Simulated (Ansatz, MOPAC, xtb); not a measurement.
Spectroscopic constants of TiF, multiplicity 4 (the spin of the measured ground state). No spin–orbit coupling. Ti is treated without relativity.

The constants come from a fifth-degree fit in 1/R (seven points, main isotopes). Runs in def2 and cc sets follow the lowest solution found near the PBE0 minimum.

Programs: Ansatz (a program for electronic structure) with Gaussian orbitals; MOPAC for PM6 (differences of heats of formation); xtb for the GFN methods. Values without a source in brackets are computed. The GFN methods have no spin term and hold the electronic entropy of 300 K.

```
level                 r_e (Å)  ω_e (cm⁻¹)  ω_e x_e (cm⁻¹)  α_e (cm⁻¹)  D_e (eV)  dipole (D)
--------------------  -------  ----------  --------------  ----------  --------  ----------
PM6                     1.752         683             1.4      0.0013         -           -
GFN1-xTB                1.778         401             7.5      0.0089         -           -
GFN2-xTB                1.776         442             7.2      0.0077         -           -
SVWN5/def2-TZVPP        1.746         714             3.6      0.0029      7.40        2.67
PBE/def2-TZVPP          1.792         665             3.4      0.0028      6.50        2.80
r2SCAN/def2-TZVPP       1.798         674             3.3      0.0027      6.19        2.97
B97M-V/def2-TZVPP       1.805         670             3.3      0.0027      6.08        2.94
B3LYP/def2-TZVPP        1.811         657             3.2      0.0027      6.04        3.09
PBE0/def2-TZVPP         1.798         669             3.2      0.0027      6.11        2.97
BHLYP/def2-TZVPP        1.824         657             3.1      0.0025      5.38        3.16
CAM-B3LYP/def2-TZVPP    1.809         664             3.2      0.0026      6.09        3.08
wB97X-V/def2-TZVPP      1.812         658             3.1      0.0026      6.07        2.91
wB97M-V/def2-TZVPP      1.813         655             3.1      0.0026      5.87        2.98
B2PLYP/def2-TZVPP       1.813         657             3.1      0.0026         -           -
```

D_e counts from each atom's lowest state at the same level, without counterpoise or zero-point energy.

Correlated levels freeze the inner cores; with def2 sets outer-core shells near the valence are correlated too. The state reached by PM6 isn't checked.

Measured for the ground state: D_0 5.859 ± 0.34 eV (a handbook's tabulated 298 K bond energy less 3RT/2; such tables hold older values) [Luo, bond dissociation energies, CRC Handbook].
